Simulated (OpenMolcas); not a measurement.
A calculation on Ca.

```json
{"Program": "OpenMolcas", "Method": "CASSCF", "Basis": "ANO-RCC-VQZP [7s6p3d2f1g]", "Scalar Hamiltonian": "DKH2, point nucleus", "Active space": "2 electrons in 4 orbitals (4s 4p)", "State averaging": "2S+1 = 3 even, 3 roots; 2S+1 = 1 even, 6 roots; 2S+1 = 3 odd, 3 roots; 2S+1 = 1 odd, 3 roots", "Spin-orbit coupling": "RASSI with atomic mean-field integrals over the reference wave functions, term energies averaged over their components"}
```

**Question.** Which level of the active space comes out lowest?

**Answer.** 4s2 1S0, with 100 % of that term; it is also the measured ground level.

**Question.** How high does 4p2 3P0 lie?

**Answer.** 38378 cm-1 above the lowest level; measured 38418 cm-1 above the ground level, so the calculation is off by 0 %.

**Question.** How high does 4p2 1D2 lie?

**Answer.** 43354 cm-1 above the lowest level.

**Question.** How high does 4s 4p 3P* 2 lie?

**Answer.** 13639 cm-1 above the lowest level; measured 15316 cm-1 above the ground level, so the calculation is off by -11 %.

Measured values: NIST Handbook of Basic Atomic Spectroscopic Data.

Without dynamic correlation excited terms often stand tens of per cent too high (terms of higher spin than the ground term too low), and those without a measured partner can miss by more than the paired ones. The ¹D term of p² mixes with s d, which this space lacks. Computed and measured levels are paired by configuration, term and J; levels that our copy of the source lacks, or whose pairing is in doubt (as where it misses far off the trend of its configuration), stay unpaired and out of the deviations. Only configurations of the active space appear.

* marks odd parity.
